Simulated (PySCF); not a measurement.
**Assigning NMR signals**

Atom-mapped SMILES (the numbers label the heavy atoms): `[CH3:1][CH2:2][BH:3][O:4][CH3:5]`; H(Xn) means a hydrogen on atom n.

[PySCF: PBE0/pcSseg-1 with gauge-including orbitals; J couplings at B3LYP/pcJ-1 (spin–dipole term only in couplings to heteroatoms); geometry from PBE0-D3(BJ)/def2-SVP; in vacuum; rapidly exchanging positions averaged; no relativistic terms; one computed conformer]

Referencing at the same level of theory: ¹³C, ¹H against TMS.

(1) Assign these signals to the numbered atoms. ¹³C{¹H} NMR (computed): δ 53.4, 13.1, 11.0.

(2) Assign these signals to the numbered atoms. ¹H NMR (600 MHz, computed): δ 5.34 (br, 1H), 3.60 (s, 3H), 1.11 (t, J = 8.9 Hz, 3H), 0.59 (q, J = 8.9 Hz, 2H).

Results:

(1) 
```tsv
δ (ppm)	atoms	environment	reason
53.4	C5	methyl carbon bonded to O	the inductive effect lowers its shielding
13.1	C2	sp3 CH2 bonded to B	–
11.0	C1	methyl carbon	aliphatic region, no heteroatom directly attached
```

(2) 
5.34 → H(B3), hydrogen on a boron bonded to C, O
3.60 → H(C5), hydrogen on a methyl carbon bonded to O: its carbon carries O, which withdraws density
1.11 → H(C1), hydrogen on a methyl carbon
0.59 → H(C2), hydrogen on an sp3 CH2 bonded to B

Hydrogens on boron are broadened and split by ¹¹B (spin 3/2, 80 %) and 10B (spin 3). A carbon bonded to boron is broadened by the quadrupolar boron nucleus and is often missing from a measured spectrum. Splittings below 1 Hz are ignored in the labels, and close J values are merged. Unscaled 3J(H,H) at this level run about 10 % above measured values. Shifts are as computed. Against solution values, carbons near 30 ppm lie about +2 ppm off and those near 130 ppm about +5 ppm. Of 1313 compounds with measured shifts, 239 miss one by over three times the rms of a fit or turn the order of signals round; such compounds aren't used in these exercises. Only one conformer was computed, so three-bond couplings in flexible chains and rings are approximate.
